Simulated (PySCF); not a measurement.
**Computed properties of Si(F)2(Cl)(OH) (ClF2HOSi), SMILES O[Si](F)(F)Cl**

ClF2HOSi, SMILES O[Si](F)(F)Cl. Geometry: PBE0-D3(BJ)/def2-SVP. One conformer was computed; it need not be the lowest. All values are computed for the isolated molecule unless a solvent is named; none is compared with measurement here.

**Structure.** All 12 harmonic modes at PBE0-D3(BJ)/def2-SVP (PySCF) are real, so it is a minimum. With heavy atoms numbered as in [OH:1][Si:2]([F:3])([F:4])[Cl:5], the shortest bond between them is Si2–F4 at 1.594 Å and the longest Si2–Cl5 at 2.030 Å.

**Vibrations.** The strongest infrared lines (harmonic, unscaled, degenerate partners summed) lie at 759 cm⁻¹ (227 km/mol, H 78 %, O 14 %), 865 cm⁻¹ (195 km/mol, F 45 %, Si 32 %, O 20 %), 1004 cm⁻¹ (190 km/mol, Si 50 %, F 47 %). The softest mode is at 116 cm⁻¹ and the zero-point energy is 14.0 kcal/mol.

**Electronic structure.** HF/def2-TZVP (PySCF) places the frontier levels at -13.56 and 3.12 eV, a gap of 16.68 eV, and gives a dipole moment of 2.43 D and a mean polarisability of 31.7 bohr³.

**Excitations.** TDDFT-PBE0/def2-SVPD (PySCF) has S1 at 8.22 eV (151 nm, f = 0.031, weak); the most intense of the 10 singlets computed lies at 9.00 eV (f = 0.07). T1 (TDA) is at 7.84 eV. No vertical singlet excitation falls in the visible range (under 3.1 eV).

**NMR.** GIAO shifts at PBE0/pcSseg-1 (PySCF) (non-relativistic, atoms alike by connectivity averaged): ¹H at 2.9 ppm against TMS; ²⁹Si at -62.4 ppm against TMS; ¹⁹F at -141.1 ppm against CFCl3. Without spin–orbit terms, shifts of atoms bonded to Cl or Br come out too high.
